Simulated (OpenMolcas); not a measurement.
## Cd: effect of the basis set

```yaml
Program: OpenMolcas
Method: RASSCF
Active_space: 2 electrons in 9 orbitals (RAS2 5s 5p; RAS3 5d, at most 2 electrons)
State_averaging: 2S+1 = 3 even, 3 roots; 2S+1 = 1 even, 6 roots; 2S+1 = 3 odd, 3 roots; 2S+1 = 1 odd, 3 roots
Spin-orbit_coupling: state interaction with AMFI integrals over the reference wave functions, term energies averaged over their components
```

A. ANO-RCC-VTZP [7s6p4d2f1g], DKH2, point nucleus; cost roughly 20 core-seconds
B. ANO-RCC-VQZP [8s7p5d3f2g1h], DKH2, point nucleus; cost roughly 25 core-seconds
C. ANO-RCC [10s8p8d5f4g2h], DKH2, point nucleus; cost roughly 120 core-seconds

Energies in cm⁻¹ above 5s² ¹S₀, the measured ground level; measured values from NIST Handbook of Basic Atomic Spectroscopic Data.

```json
{"Level": "5s² ¹S₀", "A": "0.0", "B": "0.0", "C": "0.0", "Measured": "0.0"}
{"Level": "5s 5p ³P°₀", "A": "24046", "B": "23842", "C": "22674", "Measured": "30114"}
{"Level": "5s 5p ³P°₁", "A": "24510", "B": "24301", "C": "23128", "Measured": "30656"}
{"Level": "5s 5p ³P°₂", "A": "25483", "B": "25257", "C": "24077", "Measured": "31827"}
{"Level": "5s 5p ¹P°₁", "A": "42754", "B": "41274", "C": "39788", "Measured": "43692"}
```

Deviations, from unrounded energies. A percentage is the sum of absolute deviations over the sum of measured energies, with the sign that they share, or ± where signs differ.

| Against measurement | Levels | A | B | C |
| --- | --- | --- | --- | --- |
| mean absolute deviation (cm-1) | 4 | 4900 | 5400 | 6700 |
| other configurations (%) | 4 | -14.3 | -15.9 | -19.5 |

A lies closest to measurement on these levels and C furthest from it. The largest miss of A in the table is 5s 5p ³P°₂, by -6300 cm-1. The ranking rests on the paired levels alone, and a cruder setting can come out closer through cancelling errors.

Among A to C the level of the table that moves most is 5s 5p ¹P°₁, by 3000 cm-1 (lowest in C, highest in A).

Without dynamic correlation excited terms often stand tens of per cent too high (terms of higher spin than the ground term too low), and those without a measured partner can miss by more than the paired ones. Active for correlation alone: 5d; no level in the range computed is led by a configuration that fills it, so any true level of that kind is missing (holds for A; B). The run also gave levels led by 5s 5d, which use shells meant for correlation; these and all levels above them are left out (holds for C). Measured partners are found by configuration, term and J. A level has none where our copy of the source lacks it or the pairing is in doubt (some pairs that miss far off the trend of their configuration count as doubtful), and it then counts in no deviation. Levels of configurations outside the active space are missing. The table leaves out levels that lie high or whose names do not pair safely across all columns.

° marks odd parity.
